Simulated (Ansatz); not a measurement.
A run for Ansatz (a first-principles code): R-PBE/def2-TZVPPD on AsH3 (SMILES [AsH3]). Files ending in .json are basis or fitting sets from the Basis Set Exchange.

Ansatz 0.2 input:
```yaml
crystal:
  periodic: [false, false, false]
  atoms:
    - {symbol: As, position_ang: [-0.35960818, -0.28905008, 4.49634833]}
    - {symbol: H, position_ang: [-0.93328707, 0.76126911, 3.54939725]}
    - {symbol: H, position_ang: [-0.25945295, -1.32431419, 3.37957213]}
    - {symbol: H, position_ang: [1.06871912, 0.19190173, 4.25669109]}
basis:
  gaussian:
    orbitals: def2-TZVPPD.json
hamiltonian:
  xc: {name: PBE}
scf: {lower_state_search: off}
```

The log:

```
WARN ansatz: RAYON_NUM_THREADS=1 ignored (pool sized by the plan → 1); use --threads N
Functional definition: PBE
these checks for a lower state are left out or cut short: stability, starts, cluster_reference, orbital_swaps, neighbouring_geometries, increment
integrals: 0.02 GiB planned
584 factors; their error is unknown
mean field: 0.23 GiB planned
mean field evaluation 1: about -60879.8882 eV, gradient 1.8e1 eV
mean field evaluation 2: about -60880.2226 eV, gradient 1.4e1 eV
mean field evaluation 4: about -60880.5307 eV, gradient 6.5e-1 eV
mean field evaluation 8: about -60880.5227 eV, gradient 7.9e-3 eV
mean field -60880.52268599 eV, -2237.3179424097 hartree, gradient 4.8e-6 eV, S^2 0.000000; 0 other end points of the search recorded, 0 dependent functions left out
reference -60880.52271543 eV, -2237.3179434918 hartree; 18, 18 occupied and 87, 87 virtual orbitals, 584 factors
Total energy: -60880.52271543 eV, -2237.3179434918 hartree
Checks for a lower state left out: stability, starts, cluster_reference, orbital_swaps, neighbouring_geometries, increment
```

The run converged.

Cost: around 0.8 core-seconds (rough).
